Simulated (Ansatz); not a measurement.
Compare A (`C#[C][GeH]([CH3])[CH3]`) with its isomer B (`[CH3][GeH2][C]1=CC1`).

Gas-phase electronic energies from Ansatz, PBE0-D4/def2-TZVP geometries. CCSD(T)/CBS is the MP2 limit (def2-TZVPP, def2-QZVPP) plus CCSD(T) − MP2 in def2-TZVPP, frozen cores. Functionals use def2-TZVPP. B3LYP here is the variant with VWN-RPA as its local correlation; programs differ in this. For Ge outer-core shells are correlated without core-valence functions, which leaves a few kJ/mol of doubt a bond. Scalar relativity is left out up to krypton. Each species was taken in one conformer, which may not be the lowest.

A:

```xyz
13

C     0.3725    2.2574    1.8119
C     0.3494    1.4501    0.9161
Ge    0.2929    0.1487   -0.4833
C     1.0925   -1.4994    0.1827
C    -1.5680   -0.1096   -1.0023
H     0.3952    2.9734    2.6011
H     1.1119    0.7131   -1.6602
H     2.1219   -1.3225    0.4953
H     1.0879   -2.2623   -0.5974
H     0.5259   -1.8679    1.0389
H    -2.1444   -0.4735   -0.1508
H    -2.0019    0.8316   -1.3409
H    -1.6358   -0.8391   -1.8111
```

B:

Z-matrix (Å, degrees):
```
C
Ge 1 1.951
H 1 1.090 2 110.1
H 1 1.091 2 110.4 3 -120.2
H 1 1.091 2 109.9 3 119.7
C 2 1.923 1 109.6 3 -60.6
H 2 1.541 1 110.3 3 179.8
H 2 1.538 1 110.9 3 58.9
C 6 1.518 2 146.9 1 118.5
C 6 1.296 2 150.0 1 -58.9
H 9 1.090 6 119.3 2 -72.1
H 9 1.090 6 119.2 2 75.1
H 10 1.077 6 148.6 2 -1.8
```

(1) Which isomer does CCSD(T)/CBS put lower? Give the gap. (Best estimate.)

(2) Give E(B) − E(A) in kcal/mol with B3LYP, B3LYP-D4, B2PLYP, MP2/def2-TZVPP, ωB97M-V, r2SCAN-D4, HF/def2-TZVPP. (An estimate is asked.)

Largest T1 diagnostic: 0.011.

## Answers

(1) Ansatz gave: A, by 29.6 kcal/mol.

(2) The calculation gave: B3LYP 27.7, B3LYP-D4 27.7, B2PLYP 29.7, MP2/def2-TZVPP 30.6, ωB97M-V 27.2, r2SCAN-D4 25.4, HF/def2-TZVPP 31.9. None reverses the order clearly.

In def2-TZVPP, CCSD(T) changes the Hartree–Fock value by −1.7 kcal/mol (the triples alone add −0.1 kcal/mol) and MP2 by −1.3 kcal/mol.
